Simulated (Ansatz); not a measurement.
Consider the atomization: `NC[SiH](N)F` → C• + F• + 7 H• + 2 N• + Si•.

Isolated molecules relaxed with PBE0-D4/def2-TZVP in Ansatz; ΔE leaves out vibrations. CCSD(T)/CBS is the MP2 limit (def2-TZVPP, def2-QZVPP) plus CCSD(T) − MP2 in def2-TZVPP, frozen cores. This one scheme is used for every species, atoms too. No spin–orbit coupling; open shells (•) take unrestricted orbitals. Spin–orbit coupling would lower the free atoms: a little for C, F, Si. One conformer a species, not always the lowest.

`NC[SiH](N)F`:

Z-matrix (Å, degrees):
```
C
Si 1 1.869
N 1 1.465 2 108.5
H 1 1.095 2 106.9 3 -117.0
H 1 1.100 2 111.1 3 127.0
F 2 1.613 1 106.3 3 -69.0
N 2 1.694 1 107.2 3 52.9
H 2 1.482 1 114.8 3 175.4
H 3 1.012 1 110.4 2 67.2
H 3 1.012 1 111.1 2 -174.4
H 7 1.005 2 123.7 1 172.9
H 7 1.008 2 118.1 1 -34.6
```

```csv
species,CCSD(T)/CBS(def2) energy (Eh)
`NC[SiH](N)F`,-540.64663
C•,-37.79194
F•,-99.66871
H•,-0.50000
N•,-54.53257
Si•,-288.94402
```

(1) Work out ΔE.

Largest T1 diagnostic among the species: 0.012.

## Answers

(1) ΔE = 7 × (-0.50000) + 2 × (-54.53257) + (-37.79194) + (-99.66871) + (-288.94402) − (-540.64663) = 1.67682 Eh = +4402.5 kJ/mol.

From BLYP to BHLYP (50 % exact exchange), in def2-TZVPP and without D4, ΔE moves by −110.4 kJ/mol: exact exchange takes away binding that semilocal exchange gives to molecules. At CCSD(T), def2-SVP lies −336.9 kJ/mol from the extrapolated value and def2-TZVPP −138.0 kJ/mol: correlation converges slowly with the basis, and small sets miss more of it in the bonded molecule than in its fragments. Leaving LDA and LC-ωPBE aside and taking each functional with its dispersion term where it has one, the values, not all of them listed here, spread over 192.3 kJ/mol, from BHLYP-D4 to PBE-D4. LDA lies +580.0 kJ/mol from PBE without D4, its usual overbinding.

For atomizations the MP2-based limit and the directly extrapolated one differ by several kJ/mol either way, and by 10 to 25 for some Ge, Se and Sn compounds, so smaller differences from it don't rank the levels.
